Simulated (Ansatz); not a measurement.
Start from `S[SiH](Cl)Cl` and change one atom or group to get `[SiH3]O[SiH](S)Cl`.

Ansatz, PBE0-D4/def2-TZVP geometries, multiplicity 1. Each molecule was computed in one conformer, which needn't be the lowest.

```
                                          property  `S[SiH](Cl)Cl`
             LUMO energy (ωB97M-V/def2-TZVPP) / eV            1.82
              HOMO–LUMO gap (PBE0/def2-TZVPP) / eV            7.91
                 HOMO energy (PBE/def2-TZVPP) / eV           -6.83
           HOMO–LUMO gap (ωB97M-V/def2-TZVPP) / eV           12.11
size of the dipole moment (ωB97M-V/def2-TZVPP) / D            1.41
               LUMO energy (B3LYP/def2-TZVPP) / eV           -0.41
```

Q: What does the change do to each property? (Best estimate.)

A: The calculation gave: 
| property | `[SiH3]O[SiH](S)Cl` | shift |
| --- | --- | --- |
| LUMO energy (ωB97M-V/def2-TZVPP) / eV | 1.61 | -0.21 |
| HOMO–LUMO gap (PBE0/def2-TZVPP) / eV | 7.79 | -0.12 |
| HOMO energy (PBE/def2-TZVPP) / eV | -6.62 | 0.21 |
| HOMO–LUMO gap (ωB97M-V/def2-TZVPP) / eV | 11.70 | -0.41 |
| size of the dipole moment (ωB97M-V/def2-TZVPP) / D | 1.04 | -0.37 |
| LUMO energy (B3LYP/def2-TZVPP) / eV | -0.30 | 0.11 |

With PBE0 the HOMO rises by 0.22 eV and the LUMO rises by 0.09 eV, so the gap narrows by about 0.13 eV. PBE moves the HOMO by 0.21 eV and ωB97M-V by 0.20 eV. Dipoles are sizes alone; their direction can turn.

B3LYP here is the variant with VWN-RPA as its local correlation; programs differ in this.
